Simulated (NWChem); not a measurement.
# C2H5GaO; SMILES C=[CH][GaH][OH]

```xyz
9

Ga    -0.4707    -0.5481     0.0000
H     -1.7252    -1.4744     0.0000
C     -0.4006     1.4050     0.0000
C      0.7520     2.0881     0.0000
H     -1.3331     1.9847     0.0000
H      0.7893     3.1847     0.0000
H      1.7288     1.5884     0.0000
O      1.0747    -1.4492     0.0000
H      1.8755    -0.9162     0.0000
```
Atoms are numbered in this order, from 1.

Level: PBE0/def2-SVP (NWChem), optimised geometry, unscaled harmonic frequencies. 

```tsv
frequency (cm⁻¹)	IR intensity (km/mol)
59	4.2
129	7.8
301	22.3
338	94.0
430	64.3
550	39.7
563	5.9
615	57.7
705	95.5
787	156.6
995	8.2
998	32.3
1054	11.8
1261	1.1
1417	14.8
1670	14.8
2018	174.8
3126	20.2
3159	4.5
3215	11.8
3921	35.0
```

```
Item                                                                               Result
-----------------------------------------------------------------------  ----------------
zero-point energy                                                           39.0 kcal/mol
thermal correction to the enthalpy at 298.15 K (with zero-point energy)     43.5 kcal/mol
heat capacity Cv                                                         20.7 cal/(mol K)
entropy at 298.15 K and 1 atm (symmetry number 1)                        79.1 cal/(mol K)
dipole moment                                                                      2.24 D
```

Rigid rotor and harmonic oscillator; modes under 100 cm⁻¹ make the entropy uncertain.
